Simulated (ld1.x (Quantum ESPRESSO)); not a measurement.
**Ni, ultrasoft: configuration errors across variants**

| Item | Value |
| --- | --- |
| Element | Ni |
| Generator | ld1.x (Quantum ESPRESSO) 7.5 |
| Type | ultrasoft |
| Functional | PBE |
| Relativity | scalar-relativistic |
| Frozen core | [Ne] |
| Valence charge | 18 |
| Reference configuration | 3s2 3p6 3d8 4s1 4p0 (charge +1) |
| Partial waves | 3s (bound): rcut 1.00, rcutus 1.25 bohr; 4s (bound): rcut 1.00, rcutus 1.25 bohr; 3p (bound): rcut 1.05, rcutus 1.20 bohr; 4p (bound, empty): rcut 1.05, rcutus 1.20 bohr; 3d (bound): rcut 0.80, rcutus 0.90 bohr; 3d channel at 3 Ry: rcut 0.80, rcutus 0.90 bohr |
| Local potential | all-electron potential smoothed inside 0.90 bohr (lloc = -1) |
| Core correction | none |
| Augmentation charge | built from norm-conserving waves at rcut, not smoothed further |

All-electron excitation energies from the reference (eV): (1) 3s2 3p6 3d8 4s0 4p0 17.351; (2) 3s2 3p6 3d7 4s0 4p0 54.818; (3) 3s1 3p6 3d8 4s2 4p0 110.074; (4) 3s2 3p6 3d6 4s0 4p0 112.374; (5) 3s2 3p5 3d8 4s2 4p0 70.202.

The overlap operator is not positive definite (basis up to 400 Ry) in “base”, “core correction a·sin(br)/r model core inside 0.38 bohr”, “core correction a·sin(br)/r model core inside 0.50 bohr”, “core correction a·sin(br)/r model core inside 0.54 bohr”, “core correction a·sin(br)/r model core inside 0.76 bohr”, “core correction a·sin(br)/r model core inside 0.86 bohr”, “core correction a·sin(br)/r model core inside 0.96 bohr”, “core correction a·sin(br)/r model core inside 1.06 bohr”. Such files are unfit for use, however small their errors in these radial tests.

Tests that are not counted but printed errors over 1 eV. “base”: 3s2 3p6 3d8 4s2 4p0 (solver errors, printed error -9.0 eV); 3s2 3p6 3d8 4s1.5 4p0 (solver errors, printed error -2.0 eV). “core correction a·sin(br)/r model core inside 0.54 bohr”: 3s2 3p6 3d8 4s2 4p0 (solver errors, printed error -13.1 eV); 3s2 3p5 3d8 4s2 4p0 (pseudo-atom not self-consistent, printed error +7.4 eV); 1 more. “core correction a·sin(br)/r model core inside 0.76 bohr”: 3s2 3p6 3d8 4s2 4p0 (solver errors, printed error -9.0 eV); 3s2 3p6 3d8 4s1.5 4p0 (solver errors, printed error -2.0 eV). “core correction a·sin(br)/r model core inside 0.86 bohr”: 3s2 3p6 3d8 4s2 4p0 (solver errors, printed error -9.0 eV); 3s2 3p6 3d8 4s1.5 4p0 (solver errors, printed error -2.0 eV). “core correction a·sin(br)/r model core inside 0.96 bohr”: 3s2 3p6 3d8 4s2 4p0 (solver errors, printed error -9.0 eV); 3s2 3p6 3d8 4s1.5 4p0 (solver errors, printed error -2.0 eV).

The file “base” misses its own reference levels by 8.1 eV. The file “core correction a·sin(br)/r model core inside 0.38 bohr” misses its own reference levels by 8.5 eV. The file “core correction a·sin(br)/r model core inside 0.50 bohr” misses its own reference levels by 8.1 eV. The file “core correction a·sin(br)/r model core inside 0.54 bohr” misses its own reference levels by 8.1 eV. The file “core correction a·sin(br)/r model core inside 0.76 bohr” misses its own reference levels by 8.1 eV. The file “core correction a·sin(br)/r model core inside 0.86 bohr” misses its own reference levels by 8.1 eV. The file “core correction a·sin(br)/r model core inside 0.96 bohr” misses its own reference levels by 8.1 eV. The file “core correction a·sin(br)/r model core inside 1.06 bohr” misses its own reference levels by 8.1 eV.

Errors AE − PS in meV (a dash: test not solved or not reliable):

| change | (1) | (2) | (3) | (4) | (5) | bound ghosts |
| --- | --- | --- | --- | --- | --- | --- |
| base | +11204 | +11102 | +5216 | +10780 | +5208 | not determined (overlap not positive) |
| core correction a·sin(br)/r model core inside 0.38 bohr | – | – | – | – | – | not determined (overlap not positive) |
| core correction a·sin(br)/r model core inside 0.50 bohr | – | – | – | – | – | not determined (overlap not positive) |
| core correction a·sin(br)/r model core inside 0.54 bohr | +11053 | +10959 | +5252 | +10684 | – | not determined (overlap not positive) |
| core correction a·sin(br)/r model core inside 0.76 bohr | +11204 | +11101 | +5217 | +10777 | +5206 | not determined (overlap not positive) |
| core correction a·sin(br)/r model core inside 0.86 bohr | +11204 | +11102 | +5216 | +10780 | +5208 | not determined (overlap not positive) |
| core correction a·sin(br)/r model core inside 0.96 bohr | +11204 | +11102 | +5216 | +10780 | +5208 | not determined (overlap not positive) |
| core correction a·sin(br)/r model core inside 1.06 bohr | +11204 | +11102 | +5216 | +10780 | +5208 | not determined (overlap not positive) |

Problem. Give the same row for: core correction a·sin(br)/r model core inside 0.70 bohr.

Solution. +11202, +11098, +5218, +10771, +5203; bound ghosts: not determined (overlap not positive). Not counted: 3s2 3p6 3d8 4s2 4p0 (solver errors, printed error -9.0 eV); 3s2 3p6 3d8 4s1.5 4p0 (solver errors, printed error -2.1 eV). Its overlap operator is not positive definite in a basis up to 400 Ry (lowest eigenvalue p -0.31), so the file is unfit for use: the generalised eigenproblem breaks down once the basis is large enough, and its test numbers describe a broken file.
